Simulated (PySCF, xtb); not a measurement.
H₄N₂OSW, SMILES [NH]=[W]([NH2])([OH])=[S], multiplicity 1.

GFN2-xTB in xtb at its own geometry gives an orbital gap of 2.35 eV and a dipole moment of 7.04 D.

Geometry optimised at PBE0-D3(BJ)/def2-SVP. The multiplicity is an assumed one; no other spin state was optimised. The structure was generated by enumeration; whether it is a known compound was not checked. The def2 effective core potentials stand for the cores of W; spin–orbit coupling is left out. The values are those of a single conformer.

**Question.** What does r2SCAN/def2-TZVP in PySCF give? (The exact figures need the calculation; the answer reports its results.)

**Answer.** gap 4.01 eV (levels -6.21 and -2.20 eV), dipole 3.75 D.
